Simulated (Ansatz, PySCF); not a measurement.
Molecule: NO, charge 1, multiplicity 1. SMILES: N#[O+]
Geometry from a B3LYP-D3(BJ)/def2-TZVP (Ansatz, a quantum-chemistry and plane-wave program) optimisation:
```
N
O 1 1.0564
```
Charge +1, spin multiplicity 1.

Property: vertical ionisation energy (to the doublet state of charge +2; each state is the SCF solution reached for its spin; the UHF <S^2> is 1.39 for the doublet (pure: 0.75); for the doublet T1 is 0.099), in eV. Cores are frozen in the correlated levels unless marked. Open shells are spin-unrestricted. No spin-orbit coupling. No relativistic terms. Basis-set limits of correlation are two-point, X^-3; Hartree-Fock from the larger set. The program attaches cautions to a run behind CCSD/aug-cc-pVQZ: large difference. The program attaches cautions to a run behind CCSD/def2-QZVPPD: large difference. The program attaches cautions to a run behind CCSD(T)/def2-SVPD: large difference. The program attaches cautions to a run behind CCSD(T)/aug-cc-pVQZ: large difference. The program attaches cautions to a run behind CCSD(T)/def2-QZVPPD: large difference. The program attaches cautions to a run behind CCSD(T)/CBS(aug-cc-pVTZ,aug-cc-pVQZ): large difference.

```
level                                 program  vertical ionisation energy (eV)  minus last row
------------------------------------  -------  -------------------------------  --------------
SVWN5/def2-TZVPD                       Ansatz                            29.35           -0.04
PBE/def2-TZVPD                         Ansatz                            29.14           -0.25
PBE0/def2-TZVPD                        Ansatz                            29.43            0.04
CAM-B3LYP/def2-TZVPD                   Ansatz                            29.66            0.27
CCSD/aug-cc-pVQZ                       Ansatz                            29.31           -0.08
CCSD/def2-QZVPPD                       Ansatz                            29.30           -0.09
CCSD(T)/def2-SVPD                      Ansatz                            29.00           -0.39
CCSD(T)/aug-cc-pVQZ                    Ansatz                            29.33           -0.06
CCSD(T)/def2-QZVPPD                    Ansatz                            29.32           -0.07
CCSD(T)/CBS(aug-cc-pVTZ,aug-cc-pVQZ)   Ansatz                            29.39            0.00
```

For comparison, minus the highest occupied orbital energy (PySCF): 26.29 eV at MN15/def2-TZVPD, 31.02 eV at HF/def2-TZVPD, 23.38 eV at TPSS/def2-TZVPD.
